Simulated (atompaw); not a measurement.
**nitrogen (N): one change to a PAW (atompaw) potential, before and after**

nitrogen, PAW, made with atompaw 4.2.0.5 (LDA (PW92), scalar-relativistic). Core [He], reference 2s2 2p3. Waves: 2s (bound): rc 0.70 bohr; 2s channel at 1.65 Ry: rc 0.70 bohr; 2p (bound): rc 1.60 bohr; 2p channel at 2.15 Ry: rc 1.60 bohr. Local part: ultrasoft scheme with l = 2 at -0.5 Ry, radius 1.40 bohr. Core correction: smooth core density matched at 0.80 bohr. Augmentation charge: gaussian compensation charge, radius 1.55 bohr; PAW radius 1.60 bohr; waves and projectors: custom polynom gramschmidtortho.

All-electron outer shells of the reference configuration (LDA (PW92), scalar-relativistic, ld1.x):

```csv
shell,level (eV),outermost node (bohr),outermost maximum (bohr)
1s,-381.51,–,0.15
2s,-18.42,0.32,1.02
2p,-7.24,–,0.97
```

Change: augmentation gaussian compensation charge, radius 1.55 bohr; PAW radius 1.60 bohr; waves and projectors: custom rrkj gramschmidtortho.

Cutoffs: the cutoffs (Ry, on a coarse ladder) from which the occupation-weighted sum of valence levels, in a spherical-Bessel basis at the reference potential, stays within 10 and 1 mRy of its value at 400 Ry; they do not see the model core or the augmentation charge, which bear on the density cutoff.

**Question.** What does the change do?

**Answer.** The potential gets softer (90 Ry and 120 Ry → 70 Ry and 90 Ry); neither file shows a bound ghost.

| quantity | base | changed |
| --- | --- | --- |
| cutoff, loose | 90 Ry | 70 Ry |
| cutoff, tight | 120 Ry | 90 Ry |
| loose cutoff by channel (10 mRy a level) | s 80 Ry, p 21 Ry | s 60 Ry, p 21 Ry |
| bound ghosts | none | none |
| s: phases at 1.60 bohr within 0.05 rad from the reference energy up to (Ry; the scan ends near 5) | to the end of the scan | to the end of the scan |
| p: phases at 1.60 bohr within 0.05 rad from the reference energy up to (Ry; the scan ends near 5) | to the end of the scan | to the end of the scan |
| lowest overlap eigenvalue by channel | s 0.99, p 0.95 | s 0.98, p 0.54 |

 The cutoffs see the waves, projectors and local potential, not the compensation charge or the core.
